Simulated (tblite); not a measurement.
All values are computed: GFN2-xTB (tblite) harmonic vibrations without scaling, gas phase. This tight-binding method is rough: wavenumbers can miss measured ones by several per cent, in bad cases by 10 to 20. Modes of hydrogen on silicon can be 10 to 20 % off. One conformer each. Thermal functions are those of the rigid rotor and harmonic oscillator, without mixing of conformers.

Problem. Order these by their heat capacity Cp at 500 K, highest first (J/(mol K)).
A. `CCC[SiH2]C1C=C1`
B. `CO/C=P\c1cccs1`
C. `C/C(=C\F)CCO`
D. `O=C(Cl)c1sccc1F`
E. `C([C@@H]([SiH2]O)F)=C`

Solution. A (234.2), B (219.3), C (193.9), E (181.1), D (174.2).

```json
{"SMILES": "CCC[SiH2]C1C=C1", "atoms": "19", "mass (u)": "112.07", "symmetry number": "1", "modes under 300 cm⁻¹": "8", "ZPE (kJ/mol)": "406.9", "S translation (J/(mol K))": "178.5", "S rotation": "126.9", "S vibration": "210.3", "S": "515.7", "Cp": "234.2"}
{"SMILES": "CO/C=P\\c1cccs1", "atoms": "16", "mass (u)": "158.00", "symmetry number": "1", "modes under 300 cm⁻¹": "6", "ZPE (kJ/mol)": "296.3", "S translation (J/(mol K))": "182.7", "S rotation": "131.5", "S vibration": "200.1", "S": "514.3", "Cp": "219.3"}
{"SMILES": "C/C(=C\\F)CCO", "atoms": "16", "mass (u)": "104.06", "symmetry number": "1", "modes under 300 cm⁻¹": "6", "ZPE (kJ/mol)": "343.3", "S translation (J/(mol K))": "177.5", "S rotation": "123.5", "S vibration": "158.7", "S": "459.8", "Cp": "193.9"}
{"SMILES": "C=C[C@H](F)[SiH2]O", "atoms": "13", "mass (u)": "106.03", "symmetry number": "1", "modes under 300 cm⁻¹": "6", "ZPE (kJ/mol)": "237.9", "S translation (J/(mol K))": "177.8", "S rotation": "121.5", "S vibration": "157.4", "S": "456.6", "Cp": "181.1"}
{"SMILES": "O=C(Cl)c1sccc1F", "atoms": "11", "mass (u)": "163.95", "symmetry number": "1", "modes under 300 cm⁻¹": "5", "ZPE (kJ/mol)": "150.2", "S translation (J/(mol K))": "183.2", "S rotation": "131.4", "S vibration": "148.6", "S": "463.2", "Cp": "174.2"}
```

Entropies and Cp are for 500 K and 1 bar.
